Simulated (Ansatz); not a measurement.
`F[SiH2][Si](Cl)(Cl)Cl` + `C[SeH]` → `C[Se][SiH2]F` + `Cl[SiH](Cl)Cl`  (cleavage of the Si–Si bond)

Calculated with Ansatz (gas phase, PBE0-D4/def2-TZVP geometries, no zero-point term in ΔE). CCSD(T)/CBS adds triple-zeta CCSD(T) − MP2 to the extrapolated MP2 energy (def2 sets, frozen cores). This one scheme is used for every species. Functionals use def2-TZVPP. B3LYP here is the variant with VWN-RPA as its local correlation; programs differ in this. HSE06 is defined as in plane-wave codes. For Se outer-core shells are correlated without core-valence functions, which leaves a few kJ/mol of doubt a bond. Scalar relativity is left out up to krypton. Each species was taken in one conformer, which may not be the lowest.

```tsv
level	ΔE (kcal/mol)	difference from CCSD(T)/CBS
revPBE-D4	-13.1	3.8
BLYP-D4	-13.3	3.6
r2SCAN-D4	-15.7	1.2
B97M-V	-14.7	2.2
PBE0-D4	-14.5	2.4
B3LYP-D4	-14.4	2.5
r2SCANh-D4	-16.0	0.9
r2SCAN0-D4	-16.4	0.5
BHLYP-D4	-15.8	1.1
CAM-B3LYP-D4	-15.1	1.8
ωB97X-V	-15.5	1.4
ωB97M-V	-16.8	0.1
B2PLYP	-16.4	0.5
PBE-QIDH	-16.9	0.0
PBE	-13.7	3.2
revPBE	-13.6	3.3
BLYP	-14.2	2.7
r2SCAN	-16.0	0.9
PBE0	-15.1	1.8
B3LYP	-15.3	1.6
r2SCANh	-16.3	0.6
r2SCAN0	-16.7	0.2
HSE06	-15.1	1.8
BHLYP	-16.8	0.1
CAM-B3LYP	-15.8	1.1
LC-ωPBE	-15.6	1.3
RPA@PBE/def2-TZVPP	-15.6	1.3
HF/def2-SVP	-17.2	-0.3
MP2/def2-SVP	-17.1	-0.2
CCSD/def2-SVP	-15.5	1.4
CCSD(T)/def2-SVP	-15.3	1.6
HF/def2-TZVPP	-18.0	-1.1
MP2/def2-TZVPP	-18.2	-1.3
CCSD/def2-TZVPP	-16.4	0.5
CCSD(T)/def2-TZVPP	-16.2	0.7
HF/def2-QZVPP	-18.1	-1.2
MP2/def2-QZVPP	-18.7	-1.8
SCS-MP2/def2-QZVPP	-18.1	-1.2
HF/CBS(def2)	-18.1	-1.2
CCSD/CBS(def2)	-17.1	-0.2
CCSD(T)/CBS	-16.9	0
```

Largest T1 diagnostic among the species: 0.011.

From PBE to PBE0 (25 % exact exchange), in def2-TZVPP and without D4, ΔE moves by −1.4 kcal/mol. Leaving LDA and LC-ωPBE aside and taking each functional with its dispersion term where it has one, the values spread over 3.8 kcal/mol, from PBE-QIDH to revPBE-D4. At CCSD(T), def2-SVP lies +1.6 kcal/mol from the extrapolated value and def2-TZVPP +0.7 kcal/mol.

CCSD(T)/CBS has its own doubt, a few kJ/mol and more with outer-core shells, so smaller differences from it don't rank the levels.
